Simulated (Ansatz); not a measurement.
Reaction (ligand exchange at a B–N bond): `OB(F)[NH][GeH3]` + `C=N` → `C=NB(O)F` + `[NH2][GeH3]`

Computed with Ansatz on PBE0-D4/def2-TZVP structures; ΔE is electronic, products minus reactants. CBS: MP2 limit from def2 TZ/QZ plus the TZ coupled-cluster correction, frozen cores. This one scheme is used for every species. DFT in def2-TZVPP. For Ge outer-core shells are correlated without core-valence functions, which leaves a few kJ/mol of doubt a bond. Scalar relativity is left out up to krypton. Each species was taken in one conformer, which may not be the lowest.

```csv
level,ΔE (kJ/mol)
B2PLYP,52.3
r2SCAN,49.6
```

**Question.** What does CCSD(T)/CBS give? (Estimate.)

**Answer.** Computed: +57.2 kJ/mol. The listed levels differ from it by -4.9, -7.6 kJ/mol.

Largest T1 diagnostic among the species: 0.013.

From PBE to PBE0 (25 % exact exchange), in def2-TZVPP and without D4, ΔE moves by +4.9 kJ/mol.
